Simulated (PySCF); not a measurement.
Al(H)(OMe)(SeH) (CH5AlOSe), SMILES C[O][AlH][SeH].

Geometry: ωB97X-D3(BJ)/def2-SVP. The structure was generated by enumeration; whether it is a known compound was not checked. One conformer was computed; it need not be the lowest.

All values below come from PySCF 2.14.0 with TDDFT-PBE/def2-SVPD.

Vertical excitations. Gas-phase values at a fixed geometry.

```
state  energy (eV)  λ (nm)      f                            main pairs
-----  -----------  ------  -----  ------------------------------------
S1            5.13     242  0.058                        HOMO→LUMO 93 %
S2            5.18     239  0.045                      HOMO→LUMO+1 98 %
S3            5.35     232  0.001                      HOMO−1→LUMO 95 %
S4            5.47     227  0.004                      HOMO→LUMO+2 94 %
S5            5.72     217  0.018  HOMO−1→LUMO+1 81 %, HOMO−2→LUMO 14 %
S6            5.87     211  0.054  HOMO−2→LUMO 80 %, HOMO−1→LUMO+1 13 %
S7            5.89     210  0.014                    HOMO−2→LUMO+1 96 %
S8            6.12     202  0.001                      HOMO−3→LUMO 97 %
S9            6.13     202  0.082                    HOMO−1→LUMO+2 84 %
S10           6.14     202  0.002  HOMO→LUMO+3 72 %, HOMO−2→LUMO+2 28 %
T1            4.46     278      0                        HOMO→LUMO 98 %
T2            4.90     253      0                      HOMO→LUMO+1 98 %
T3            5.07     244      0    HOMO→LUMO+2 66 %, HOMO−1→LUMO 30 %
T4            5.18     239      0                      HOMO−2→LUMO 98 %
```
Triplets are in the Tamm–Dancoff approximation, which puts them higher than full response would, so one can lie above its singlet here.
